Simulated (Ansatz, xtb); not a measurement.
# ClH5N2Si: 3 structures ranked

3 gas-phase structures of ClH5N2Si, found in a search over its isomers (lower ones may exist). Each was relaxed with GFN2-xTB; where two conformers were screened, the lower at r2SCAN-D4/def2-SVP is listed:

A. `NN[SiH2]Cl`, a singlet
B. `N[SiH](N)Cl`, a singlet
C. `N=[Si@H-]([NH3+])Cl`, a singlet

Question: Make a reasoned guess at their ranking by r2SCAN-D4/def2-SVP single-point energy.

Answer: Calculated order at r2SCAN-D4/def2-SVP: B (0.0), C (43.2), A (54.6) kcal/mol.

Energies above the lowest of each column, in kcal/mol; the last columns are at PBE0-D3(BJ)/def2-SVP geometries:

| structure | GFN2-xTB | HF/STO-3G | r2SCAN-D4/def2-SVP | PBE0-D3(BJ)/def2-SVP | CCSD(T)/def2-SVP + ΔMP2/def2-TZVPP |
| --- | --- | --- | --- | --- | --- |
| B | 0.0 | 0.0 | 0.0 | 0.0 | 0.0 |
| C | 30.3 | 85.8 | 43.2 | 44.3 | 44.4 |
| A | 33.7 | 36.8 | 54.6 | 52.4 | 59.6 |

Every level run on B puts it lowest or level with the lowest. Some further structures that were screened fall inside this span and aren't listed. Flexible structures stand in one conformer each, not always the lowest. The ΔMP2 step shifts differences by up to 7.2 kcal/mol, which makes them less sure. ΔMP2 is the change of the MP2 energy from the smaller to the larger basis.

Programs: Ansatz 0.2.0, xtb 6.7.1.
